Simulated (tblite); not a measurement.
Isomers of C4H11P2Si (doublet state). Computed with GFN2-xTB (tblite): harmonic, unscaled wavenumbers at the GFN2-xTB geometry, gas phase. Against measured fundamentals such values can be off by several per cent, at times by over 20. Modes of hydrogen on phosphorus and silicon can be 10 to 20 % off. One conformer each. Open shells enter through the occupations alone, without spin polarisation, and single modes of such species can be off by tens of per cent.

Electronic energies: GFN2-xTB at the same geometries; isomer energies are rough at this level and their order can be wrong.

```
           SMILES  electronic energy, lowest = 0 (kcal/mol)
C=CC[CH][SiH](P)P                                      12.4
 C=[C]CC[SiH](P)P                                       7.1
C=C[CH]C[SiH](P)P                                       0.0
```

Task: How do GFN2-xTB zero-point energies change the relative energies?

Result: 
| SMILES | ZPE (kcal/mol) | of it from modes above 1550 cm⁻¹ | electronic (kcal/mol) | with ZPE, lowest = 0 (kcal/mol) | lowest mode (cm⁻¹) | rings |
| --- | --- | --- | --- | --- | --- | --- |
| C=C[CH]C[SiH](P)P | 79.7 | 42.6 | 0.0 | 0.0 | 22 | 0 |
| C=[C]CC[SiH](P)P | 80.6 | 41.2 | 7.1 | 8.0 | 31 | 0 |
| C=CC[CH][SiH](P)P | 79.9 | 45.0 | 12.4 | 12.6 | 34 | 0 |

The zero-point energies span 0.9 kcal/mol, from `C=C[CH]C[SiH](P)P` to `C=[C]CC[SiH](P)P`. The order is unchanged.
